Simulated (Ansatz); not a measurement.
Input file for C3H5AlS, SMILES `C=[C]1[S][Al]1[CH3]`:

```yaml
crystal:
  periodic: [false, false, false]
  atoms:
    - {symbol: C, position_ang: [-0.681337, -1.300946, -2.154486]}
    - {symbol: C, position_ang: [-0.232617, -0.961934, -0.955485]}
    - {symbol: S, position_ang: [0.491034, -2.094724, 0.314025]}
    - {symbol: Al, position_ang: [0.249294, 0.016123, 0.573729]}
    - {symbol: C, position_ang: [0.468414, 1.560850, 1.714041]}
    - {symbol: H, position_ang: [-1.086094, -0.541547, -2.816034]}
    - {symbol: H, position_ang: [-0.666872, -2.323130, -2.523433]}
    - {symbol: H, position_ang: [0.199361, 2.483777, 1.196688]}
    - {symbol: H, position_ang: [-0.162602, 1.468236, 2.601915]}
    - {symbol: H, position_ang: [1.504519, 1.642194, 2.051941]}
basis:
  gaussian: {orbitals: def2-SVP}
correlation: {method: ccsd_t}
```

```sh
$ ansatz run in.yaml --threads 4 --pin off --events-out ev --progress --plain --max-ram 10444MiB
```

Output of Ansatz, abridged:

```
Functional definition: HF
1012 factors; integrals over basis functions are off by at most 1.3e-3 eV
mean field evaluation 1: about -20559.4615 eV, gradient 3.0e1 eV
mean field evaluation 2: about -20559.4721 eV, gradient 3.0e1 eV
mean field evaluation 4: about -20562.3224 eV, gradient 3.1e0 eV
mean field evaluation 8: about -20562.3714 eV, gradient 1.1e-3 eV
mean field -20562.37143225 eV, -755.6532124593 hartree, gradient 2.8e-6 eV, S^2 0.000000; 0 other end points of the search recorded, 0 dependent functions left out; unrestricted orbitals would lower it
13 core orbitals not correlated: weight in the atoms' cores, before any rotation towards them, 1.000 or more for the frozen orbitals, at most 0.000 for the correlated occupied ones
reference -20562.37143225 eV, -755.6532124593 hartree; 13, 13 occupied and 77, 77 virtual orbitals, 1012 factors
second order -16.04409211 eV of doubles, -0.00000000 eV of singles
cycle   1  -16.77158046 eV  change   -7.3e-1 eV  update   1.1e-1
cycle   2  -17.26294283 eV  change   -4.9e-1 eV  update   3.4e-2
cycle   3  -17.38011176 eV  change   -1.2e-1 eV  update   1.9e-2
cycle   4  -17.37641745 eV  change    3.7e-3 eV  update   5.5e-3
cycle   5  -17.37635780 eV  change    6.0e-5 eV  update   2.6e-3
cycle   6  -17.37590473 eV  change    4.5e-4 eV  update   9.2e-4
cycle   7  -17.37573108 eV  change    1.7e-4 eV  update   4.0e-4
cycle   8  -17.37581147 eV  change   -8.0e-5 eV  update   1.3e-4
cycle   9  -17.37577242 eV  change    3.9e-5 eV  update   3.9e-5
cycle  10  -17.37575722 eV  change    1.5e-5 eV  update   1.3e-5
perturbative correction -0.67900003 eV, -0.0249527908 hartree
Total energy: -20580.42618950 eV, -756.3167125502 hartree
```

It took 3.6 s on 4 threads of an Arm Neoverse V2 on a shared host, with 0.5 GiB of host memory at the peak.

MP2 recovers 88.9 % of the CCSD(T) correlation energy and the triples give 3.8 %; T1 = 0.0152.
